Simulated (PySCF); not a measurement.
**Where the electron goes**

C6H13As.
Cartesian coordinates in Å at the PBE0-D3(BJ)/def2-SVP level; atoms count from 1:
```xyz
20
C6H13As angstrom
C     -2.8721    0.7172    0.2914
C     -1.5945    0.7505   -0.5308
C     -0.8875   -0.6054   -0.5968
C      0.3473   -0.5721   -1.4391
C      1.6136   -0.6875   -1.0130
C      2.0627   -0.8775    0.3963
As     2.2624    0.8981    1.2893
H     -3.5976   -0.0019   -0.1221
H     -2.6682    0.4175    1.3320
H     -3.3599    1.7033    0.3200
H     -0.8940    1.4915   -0.1093
H     -1.8164    1.0939   -1.5565
H     -1.5907   -1.3527   -1.0087
H     -0.6533   -0.9371    0.4280
H      0.1884   -0.3995   -2.5106
H      2.4128   -0.5902   -1.7570
H      1.3279   -1.4338    0.9968
H      3.0184   -1.4160    0.4429
H      3.2339    0.4311    2.3753
H      3.4060    1.3685    0.3943
```

The calculation used TDDFT PBE0/def2-SVPD, vertical, gas phase, core orbitals frozen in the response (PySCF). The PBE0/def2-SVPD calculation is non-relativistic and has no spin–orbit coupling, an omission that weighs most on arsenic.

Kohn–Sham orbitals with the atoms that hold most of them (Löwdin shares over 4%, at most four atoms; ? is withheld):

```tsv
orbital	ε (eV)	atoms
HOMO-3	-9.22	C2 15%, C3 13%, C1 12%, C5 10%
HOMO-2	-9.10	C2 17%, C3 16%, H12 9%, H14 9%
HOMO-1	-7.43	?
HOMO	?	?
LUMO	-0.04	As7 23%, C4 21%, C5 20%, C6 10%
LUMO+1	0.25	As7 30%, H19 12%, C6 10%, H20 8%
LUMO+2	0.70	As7 52%, H20 13%, H19 10%, C6 6%
```

Task: Which atoms hold the HOMO-1, and with what shares?

Result: As7 (bonded to C and 2 H) 51%; H19 (bonded to As) 10%; C5 (bonded to 2 C and H) 9%; C6 (bonded to As, C and 2 H) 8%. By element: arsenic 51%, carbon 17% or more, hydrogen 10% or more.

Task: Which atoms hold the HOMO, and with what shares?

Result: C4 (bonded to 2 C and H) 25%; C5 (bonded to 2 C and H) 22%; As7 (bonded to C and 2 H) 21%; C6 (bonded to As, C and 2 H) 12%. By element: carbon 59% or more, arsenic 21%.

Task: What is the HOMO energy, and the HOMO–LUMO gap?

Result: ε(HOMO) = -6.76 eV; the gap is 6.72 eV (0.2469 hartree).

Task: How does S1 compare with the orbital gap of 6.72 eV?

Result: S1 is at 5.88 eV (f = 0.088), 0.84 eV below the gap, made of HOMO→LUMO+1 (57%), HOMO→LUMO (40%). Its leading pair isn't HOMO and LUMO; the energies of that pair differ by 7.01 eV. Without the coupling terms of the response equations the lowest excitation would equal the gap.

Next come S2 at 6.02 eV (f 0.156), HOMO→LUMO (42%), HOMO→LUMO+1 (36%), HOMO-1→LUMO (16%); S3 at 6.30 eV (f 0.013), HOMO→LUMO+2 (91%); S4 at 6.37 eV (f 0.013), HOMO-1→LUMO (63%), HOMO-1→LUMO+1 (20%); S5 at 6.64 eV (f 0.309), HOMO-1→LUMO+1 (65%), HOMO-1→LUMO (12%), HOMO→LUMO (8%).

Löwdin shares depend on the basis, the more so with diffuse functions.

The run took 7.4 min on one thread, Arm Neoverse N1 (aarch64) (shared host), and the process peaked at 1.1 GiB of memory.

One conformer stands for the species.
